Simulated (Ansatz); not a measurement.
Basis-set extrapolation for C2H9NOSi, SMILES `C[Si](C)(N)O` (PBE0-D4/def2-TZVP geometry, frozen core, Ansatz 0.2.0). Multiplicity 1, RHF reference.

|  | def2-TZVPP | def2-QZVPP |
| --- | --- | --- |
| HF | -499.441415 | -499.461268 |
| MP2 correlation | -0.938023 | -1.005661 |
| CCSD(T) correlation | -1.019049 | not run |

Energies in hartree. Use E(X) = E(∞) + A·exp(−7.88·√X) for Hartree–Fock and E(X) = E(∞) + B·X^(−2.97) for correlation, with X = 3 and 4, and add CCSD(T) minus MP2 of the smaller set to the MP2 limit.

Q: What is the CCSD(T) energy at the basis-set limit?

A: HF limit: -499.461268 + (-0.019853) × 0.13774 = -499.46400. MP2 limit: -1.005661 + (-0.067638) × 0.74074 = -1.05576. Higher-order term: -1.019049 − (-0.938023) = -0.08103. Total: -500.60079 hartree, 88.1 kcal/mol below CCSD(T)/def2-TZVPP.
